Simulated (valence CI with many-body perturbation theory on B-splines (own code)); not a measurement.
Results of a calculation; reference values are marked as such.
# Mo XII: what each term of the Hamiltonian does

Level of theory: configuration interaction combined with many-body perturbation theory (CI+MBPT): three valence electrons over a frozen Dirac-Fock core [Ar] 3d10, a basis of 11 s, 11 p, 9 d, 7 f, 5 g, 2 h, 1 i functions for each j, with the one-electron correlation potential Σ1 (screened to all orders), the two-electron term Σ2, the three-electron term Σ3, Breit, model QED; selected single and double excitations, second order for the rest, scaled by the run's own slope (own B-spline code, finite nucleus).

No measured levels were compared; by estimate levels hold to about 250 cm⁻¹ or 0.2 % of their energy and the worst to 1 %, as in measured heavy ions of charge 2 to 7; those with d or f electrons hold less well.

Each rung adds one term. CI alone is the Dirac-Coulomb CI over the frozen core; QED comes last and gives the full result, which names the levels. Energies are above 4s2.4p 2P°_1/2 on the same rung, in eV.

Names give the largest LS component (configuration and term), which can be under half, so a name can repeat, a term be missing and a line seem to break the LS rules; names also repeat where a configuration has a term twice. Letters in brackets count levels of one name in rising energy.

```tsv
Level	CI alone
4s2.4p 2P°_3/2	3.506
4s.4p2 4P_1/2	24.108
4s.4p2 4P_3/2	25.785
4s.4p2 4P_5/2	27.374
4s.4p2 2D_3/2	32.357
4s.4p2 2D_5/2	33.149
4s.4p2 2P_1/2	37.187
4s.4p2 2S_1/2	40.738
4s.4p2 2P_3/2	41.783
4s2.4d 2D_3/2	52.904
4s2.4d 2D_5/2	53.438
4p3 4S°_3/2 [a]	61.202
4p3 4S°_3/2 [b]	62.906
4p3 2D°_5/2	62.985
4p3 2P°_1/2	67.828
4p3 2P°_3/2	69.389
```

(1) What do these energies become with core correlation, Breit and QED?

(2) How does the ionisation energy move along the ladder, and which term matters most?

## Answers

(1) 4s2.4p 2P°_3/2 3.530 (+0.0238); 4s.4p2 4P_1/2 24.503 (+0.3955); 4s.4p2 4P_3/2 26.213 (+0.4281); 4s.4p2 4P_5/2 27.783 (+0.4093); 4s.4p2 2D_3/2 32.527 (+0.1701); 4s.4p2 2D_5/2 33.366 (+0.2168); 4s.4p2 2P_1/2 36.849 (-0.3384); 4s.4p2 2S_1/2 40.378 (-0.3598); 4s.4p2 2P_3/2 41.194 (-0.5893); 4s2.4d 2D_3/2 52.585 (-0.3187); 4s2.4d 2D_5/2 53.118 (-0.3198); 4p3 4S°_3/2 [a] 61.196 (-0.0060); 4p3 4S°_3/2 [b] 62.946 (+0.0391); 4p3 2D°_5/2 63.253 (+0.2683); 4p3 2P°_1/2 67.756 (-0.0722); 4p3 2P°_3/2 69.405 (+0.0163).

(2) CI alone 230.16, + Σ1 231.30, + Σ2 231.09, + Σ3 231.07, + Breit 230.93, + QED 230.94 eV. The largest step is Σ1, 1.14 eV. NIST lists 230.28 ± 0.06 eV (semi-empirical).
